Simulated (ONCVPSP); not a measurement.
## silicon (Si), ONCV: configuration errors across variants

```
Element                 : silicon (Si)
Generator               : ONCVPSP 4.0.1
Type                    : optimised norm-conserving Vanderbilt (ONCV)
Functional              : PBEsol
Relativity              : fully relativistic
Frozen core             : [Ne]
Valence charge          : 4
Reference configuration : 3s2 3p1.5 (charge +0.5)
Partial waves           : 3s: rc 1.60 bohr, ncon 4, nbas 8, qcut 4.7 1/bohr, 2 projectors, debl 1.4 Ha; 3p: rc 2.35 bohr, ncon 4, nbas 8, qcut 3.6 1/bohr, 1 projector
Local potential         : polynomial inside 1.15 bohr (lpopt 5, dvloc0 0 Ha)
Core correction         : Teter function fitted to the true core (icmod 2), fcfact 0.75
```

Open shells are filled in proportion to 2j + 1.

All-electron excitation energies from the reference (eV): (1) 3s2 3p2 -2.909; (2) 3s2 3p1 4.804; (3) 3s2 3p0 20.768; (4) 3s1 3p2 12.213.

2 further variants failed, have other tests or another functional or relativity, and are left out.

A true bound ghost makes a file unfit for plane-wave use even where its test errors are small: the radial tests pick states by their node count and pass the ghost by.

Errors AE − PS in meV (a dash: test not solved or not reliable):

| change | (1) | (2) | (3) | (4) | bound ghosts | GHOST(+) flags above zero |
| --- | --- | --- | --- | --- | --- | --- |
| base | +0.4 | +0.5 | +3.7 | +7.6 | none | s |
| p: qcut 4.9 | +0.4 | +0.7 | +8.5 | +5.0 | none | s |
| s: qcut 6.8; p: qcut 5.2 | +0.4 | +0.7 | +8.5 | +4.0 | s | none |
| core correction Teter function fitted to the true core (icmod 2), fcfact 0.6 | +0.4 | +0.5 | +3.8 | +7.3 | none | s |
| s: ncon 5, nbas 9 | +0.4 | +0.5 | +3.9 | +6.9 | none | s |
| local potential polynomial inside 1.05 bohr (lpopt 5, dvloc0 2 Ha) | +0.4 | +0.5 | +3.7 | +7.5 | none | s |
| p: rc 2.18 | +0.4 | +0.7 | +6.3 | +6.5 | none | s |

**Question.** Give the same row for: core correction Teter function fitted to the true core (icmod 2), fcfact 0.55.

**Answer.** +0.4, +0.5, +3.8, +7.1; bound ghosts: none; GHOST(+) flags above zero: s.
